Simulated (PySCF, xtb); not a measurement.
C2V, SMILES [C]1[C][V]1 (connectivity only; charge and spin as stated), neutral, multiplicity 4.

Harmonic wavenumbers (cm⁻¹) from GFN2-xTB (xtb) at its own minimum, in rising order: 333, 695, 1678.

What does PBE-D3(BJ)/def2-TZVP (PySCF) give at its own minimum? (The exact figures need the calculation; the answer reports its results.)

449, 591, 1566. Paired by order, the mean absolute difference is 111 cm⁻¹ and the zero-point energies are 3.9 and 3.7 kcal/mol.
